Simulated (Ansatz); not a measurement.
C$_{2}$H$_{6}$GeO, SMILES `C=C[O][GeH3]`, relaxed with RKS PBE0-D4/def2-TZVP in the Gaussian-basis code of Ansatz from a PBE-D4/def2-SVP geometry. The force threshold is 0.005 eV/Å; the program also tests the step.

Total charge 0; spin multiplicity 1.

Start:

```xyz
10

C    -0.811   -1.832   -0.818
C    -0.423   -0.779   -0.075
O     0.356    0.225   -0.563
Ge    0.801    1.641    0.490
H    -1.437   -2.615   -0.369
H    -0.508   -1.923   -1.872
H    -0.733   -0.696    0.988
H    -0.502    2.366    0.920
H     1.571    1.109    1.730
H     1.685    2.505   -0.431
```

Question: How much energy does the relaxation release, and in how many steps? (Best estimate.)

Answer: The calculation gave: 4.82 kJ/mol, in 28 steps, 6 of them rejected.

Question: Which bonds change most? (Best estimate.)

Answer: Ansatz gave: O3–Ge4 from 1.820 to 1.792 Å; C1–C2 from 1.346 to 1.326 Å; C2–H7 from 1.110 to 1.092 Å; C1–H6 from 1.100 to 1.083 Å.

Question: Give the relaxed structure. (Best estimate.)

Answer: Computed: 
```xyz
10

C    -0.863   -1.765   -0.801
C    -0.268   -0.850   -0.049
O     0.387    0.213   -0.562
Ge    0.736    1.644    0.460
H    -1.343   -2.613   -0.332
H    -0.870   -1.690   -1.881
H    -0.265   -0.938    1.039
H    -0.553    2.468    0.608
H     1.218    1.133    1.828
H     1.821    2.398   -0.309
```
